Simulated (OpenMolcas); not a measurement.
**Ionisation energies of thulium**

* Program: OpenMolcas 26.06
* Basis: ANO-RCC-VTZP [8s7p5d3f2g1h]
* Scalar Hamiltonian: DKH2, point nucleus
* Spin-orbit coupling: state interaction with AMFI integrals over the reference wave functions, term energies averaged over their components

Active shells in each charge state: the valence f shell, with orbitals averaged over the low states. Where CASPT2's correlated closed shells are named, they are those of the first ion.

A. CASSCF
B. SS-CASPT2, IPEA 0.25 Eh, imaginary shift 0.1 Eh (closed shells correlated: 5s 5p)
C. SS-CASPT2, IPEA 0 Eh, imaginary shift 0.1 Eh (closed shells correlated: 5s 5p)
D. SS-CASPT2, IPEA 0.25 Eh, imaginary shift 0.1 Eh (closed shells correlated: 4d 5s 5p)

Energies in eV between the lowest computed levels, named as in B; reference values from the NIST Atomic Spectra Database with their kind.

```csv
From,To,A,B,C,D,Spin-orbit share in B,Reference
Tm2+ 4f¹³ ²F°_7/2,Tm3+ 4f¹² ³H₆,18.946,24.844,24.766,24.987,-0.361,23.660 (semi-empirical)
Tm3+ 4f¹² ³H₆,Tm4+ 4f¹¹ ⁴I°_15/2,38.408,43.161,43.149,43.233,-0.227,42.410 (semi-empirical)
```

The lowest level within the active space need not be the ion's true ground level.

° marks odd parity.
